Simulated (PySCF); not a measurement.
Electron correlation in Sc (scandium, neutral)

[Ar] 3d1 4s2, 2D determinant. All numbers are calculated (PySCF 2.14, the spin-free X2C one-electron Hamiltonian (Gaussian nucleus), in x2c-TZVPPall with one added diffuse shell each of s, p, d, f type (7s6p5d3f1g, 80 functions)). Frozen: [Ne]; 11 electrons correlated.

```json
{"level": "CCSD", "correlation energy (mhartree)": "-259.01"}
{"level": "(T)", "correlation energy (mhartree)": "-7.81"}
{"level": "CCSD(T)", "correlation energy (mhartree)": "-266.82"}
```

Diagnostics: T1 = 0.024, D1 = 0.0751, largest double amplitude 0.075.

Cost of the coupled-cluster step: roughly 30 core-seconds, for 11 correlated electrons.

This basis was not built for core-valence correlation, so the inner-shell part is incomplete.
